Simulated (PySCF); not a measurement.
Al, charge +1, singlet; DF-REVPBE/def2-SVP (PySCF).

PySCF was given this input:
```python
from pyscf import gto, scf, dft

mol = gto.Mole()
mol.atom = '''
    Al    0.00000000    0.00000000    0.00000000
'''
mol.basis = 'def2-svp'
mol.charge = 1
mol.verbose = 4
mol.build()

mf = dft.RKS(mol)
mf.xc = 'revpbe'
mf = mf.density_fit(auxbasis='def2-universal-jkfit')
mf.kernel()
```

Problem. What does PySCF print? Leave out banner, timings and long lists.

Solution. 
```
PySCF version 2.14.0

[INPUT] verbose = 4
[INPUT] num. atoms = 1
[INPUT] num. electrons = 12
[INPUT] charge = 1
[INPUT] spin (= nelec alpha-beta = 2S) = 0
[INPUT] symmetry False subgroup None
[INPUT] Mole.unit = angstrom
[INPUT] Symbol           X                Y                Z      unit          X                Y                Z       unit  Magmom
[INPUT]  1 Al     0.000000000000   0.000000000000   0.000000000000 AA    0.000000000000   0.000000000000   0.000000000000 Bohr   0.0

nuclear repulsion = 0
number of shells = 8
number of NR pGTOs = 36
number of NR cGTOs = 18
basis = def2-svp
ecp = {}

******** <class 'pyscf.df.df_jk.DFRKS'> ********
method = DFRKS
initial guess = minao
damping factor = 0
level_shift factor = 0
DIIS = <class 'pyscf.scf.diis.CDIIS'>
diis_start_cycle = 1
diis_space = 8
diis_damp = 0
SCF conv_tol = 1e-09
SCF conv_tol_grad = None
SCF max_cycles = 50
direct_scf = False
XC library pyscf.dft.libxc version 7.1.2
    S. Lehtola, C. Steigemann, M. J. T. Oliveira, and M. A. L. Marques,  SoftwareX 7, 1–5 (2018)
XC functionals = revpbe
    Y. Zhang and W. Yang,  Phys. Rev. Lett. 80, 890 (1998)
    J. P. Perdew, K. Burke, and M. Ernzerhof,  Phys. Rev. Lett. 77, 3865 (1996)
    J. P. Perdew, K. Burke, and M. Ernzerhof,  Phys. Rev. Lett. 78, 1396 (1997)
radial grids:
    Treutler-Ahlrichs [JCP 102, 346 (1995); DOI:10.1063/1.469408] (M4) radial grids

becke partition: Becke, JCP 88, 2547 (1988); DOI:10.1063/1.454033
pruning grids: <function nwchem_prune>
grids dens level: 3
symmetrized grids: False
atomic radii adjust function: <function treutler_atomic_radii_adjust>
small_rho_cutoff = 0
Set gradient conv threshold to 3.16228e-05
Initial guess from minao.
tot grids = 19184
init E= -242.198341030433
  HOMO = -0.262043758253174  LUMO = -0.0836275596533716  gap/eV = 4.85495
cycle= 1 E= -241.993904478138  delta_E= 0.204  |g|= 0.131  |ddm|= 0.564
  HOMO = -0.566180826859926  LUMO = -0.35418092287186  gap/eV = 5.76881
cycle= 2 E= -242.005423817871  delta_E= -0.0115  |g|= 0.0404  |ddm|= 1.06
  HOMO = -0.543529984272191  LUMO = -0.335379463377801  gap/eV = 5.66406
cycle= 3 E= -242.005818803916  delta_E= -0.000395  |g|= 0.0011  |ddm|= 0.127
  HOMO = -0.540792949624536  LUMO = -0.333064082979203  gap/eV = 5.65259
cycle= 4 E= -242.005820041554  delta_E= -1.24e-06  |g|= 1.15e-05  |ddm|= 0.0106
  HOMO = -0.540772967300341  LUMO = -0.33305201727753  gap/eV = 5.65237
cycle= 5 E= -242.005820041678  delta_E= -1.23e-10  |g|= 9.59e-08  |ddm|= 0.000106
  HOMO = -0.540772797798507  LUMO = -0.333051908689418  gap/eV = 5.65237
Extra cycle  E= -242.005820041678  delta_E= -8.53e-14  |g|= 2.94e-08  |ddm|= 9.08e-07
converged SCF energy = -242.005820041678
```
